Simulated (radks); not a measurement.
Values are calculated unless marked as measured or tabulated.
Problem. The manganese ion Mn2+, [Ar] 3d5. Level of theory: non-relativistic Kohn-Sham, PBE, spin-polarised, spherical densities, point nucleus (a radial shooting solver on a logarithmic mesh with Libxc functionals). Every spin shell is full or empty, so the densities are truly spherical. Functionals are evaluated on that one density, not self-consistently. Rank these orbital-free kinetic functionals by their error against the exact value of the orbitals, and give that value: Thomas-Fermi, von Weizsacker, TF + vW, TF + vW/9, TF + vW/5, LC94, APBEK, revAPBEK, Perdew 92, Thakkar, LKT, PG1, DePristo-Kress, Ernzerhof.

Solution. Exact: 1149.01 hartree. From best to worst, with 100 (|E| - |E exact|)/|E exact| (equal figures are ties): LC94 -0.01, DePristo-Kress -0.08, APBEK +0.09, Ernzerhof -0.30, revAPBEK +0.37, Thakkar -0.38, Perdew 92 -0.74, TF + vW/9 -0.76, TF + vW/5 +3.94, Thomas-Fermi -6.62, PG1 +20.34, LKT +25.50, TF + vW +46.15, von Weizsacker -47.23.
